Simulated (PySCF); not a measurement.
Choosing a molecule for a target property.

Species are written as SMILES; each is one conformer at its optimised geometry, gas phase, non-relativistic unless stated. Electronic properties by PySCF.

Dipoles, sizes and rotational constants follow the conformer. The torsions of the flexible species, by atom-mapped SMILES:
- `[CH3:1][O+:2]([CH3:3])[CH2:4][F:5]`: C1–O2–C4–F5 -69°

(1) Wanted: lowest triplet excitation (Tamm–Dancoff) above 4 eV (TDA B3LYP/def2-SVPD) and static isotropic polarisability above 60 au (B3LYP/def2-SVPD), at PBE0-D3(BJ)/def2-SVP geometries. Which candidate meets both?
A. `C1(=O)C(C#C)C(=O)C=C1`
B. `N[Si](Cl)(Cl)Cl`
C. `C[O+](C)CF`
D. `[CH+]` [singlet]

Results:

(1) B. Computed values:
```
              species  lowest triplet excitation (Tamm–Dancoff)  static isotropic polarisability
      [CH+] [singlet]                                   0.70 eV                           7.9 au
C1(=O)C(C#C)C(=O)C=C1                                   2.47 eV                          83.9 au
      N[Si](Cl)(Cl)Cl                                   6.23 eV                          73.0 au
           C[O+](C)CF                                   8.51 eV                          40.2 au
```
